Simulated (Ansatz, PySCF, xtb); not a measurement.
Dimer: H2 (SMILES [H][H]) (first 2 atoms) with CH3NO (SMILES NC=O); geometry from B3LYP-D3(BJ)/def2-TZVP, rigid monomers moved along the line of their centres of mass till H1···O5 is 2.98 Å.
(charge 0, multiplicity 1):
```xyz
8

H     -0.3146    -0.2150     0.4739
H      0.0056    -0.0064    -0.1675
N      0.9939     0.7162     3.6953
C     -0.0808     0.0033     4.1116
O     -0.8722    -0.5494     3.3813
H      1.1739     0.8125     2.7090
H      1.6149     1.1531     4.3529
H     -0.1669    -0.0256     5.2131
```

Counterpoise-corrected where a basis set is named; no monomer relaxation. Rows marked so take none.

Frozen-core correlation. CBS: X⁻³ extrapolation of the correlation energy, Hartree–Fock from the larger set. Rows in 3-21G, 6-31G* carry no dispersion term and start afresh at each structure (6-31G* with six Cartesian d functions). MP2/6-31G* freezes PySCF's default core.

Programs: Ansatz (an electronic-structure program); PySCF for 3-21G rows, 6-31G* rows, the dispersion terms; xtb for the GFN methods. Values without a source in brackets are computed.

```
level                                                     interaction energy (kJ/mol)
--------------------------------------------------------  ---------------------------
GFN2-xTB                                                                         -2.8
PBE/def2-TZVPPD                                                                  -3.1
B3LYP/3-21G (no counterpoise)                                                    -6.8
PBE0-D4/def2-TZVPPD                                                              -4.0
M06-2X/6-31G* (no counterpoise)                                                  -5.1
wB97X-V/def2-TZVPPD                                                              -3.6
MP2/6-31G*                                                                          …
MP2/6-31G* (no counterpoise)                                                        …
MP2/CBS(aug-cc-pVDZ, aug-cc-pVTZ) + ΔCCSD(T)/aug-cc-pVDZ                         -3.5
```

**Question.** Complete the blanks.

**Answer.** 
- MP2/6-31G*, interaction energy (kJ/mol): -1.2
- MP2/6-31G* (no counterpoise), interaction energy (kJ/mol): -4.4
